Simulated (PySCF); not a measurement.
propa-1,2-dienylcyclopropane (C6H8), SMILES C=C=CC1CC1. Coordinates come from a PBE0-D3(BJ)/def2-SVP optimisation. Other conformers were not sampled.

Computed equilibrium geometry at PBE0-D3(BJ)/def2-SVP (PySCF confirms it by a frequency run) as bond lengths and angles, and its point group (one conformer of several):
point group Cs.
Atoms: C1 C2 C3 C4 C5 C6 H7 H8 H9 H10 H11 H12 H13 H14. Bonds (Å): C1–C2 1.308, C1–H7 1.096, C1–H8 1.096, C2–C3 1.312, C3–C4 1.481, C3–H9 1.099, C4–C5 1.507, C4–C6 1.507, C4–H10 1.093, C5–C6 1.494, C5–H11 1.093, C5–H12 1.094, C6–H13 1.093, C6–H14 1.094. Bond angles (°): C2–C1–H7 121.4, C2–C1–H8 121.4, H7–C1–H8 117.2, C1–C2–C3 179.8, C2–C3–C4 125.3, C2–C3–H9 118.1, C4–C3–H9 116.6, C3–C4–C5 119.6, C3–C4–C6 119.6, C3–C4–H10 114.4, C5–C4–C6 59.4, C5–C4–H10 116.5, C6–C4–H10 116.5, C4–C5–C6 60.3, C4–C5–H11 117.7, C4–C5–H12 117.4, C6–C5–H11 118.7, C6–C5–H12 118.2, H11–C5–H12 114.1, C4–C6–C5 60.3, C4–C6–H13 117.7, C4–C6–H14 117.4, C5–C6–H13 118.7, C5–C6–H14 118.2, H13–C6–H14 114.1.
Charge 0, spin multiplicity 1.
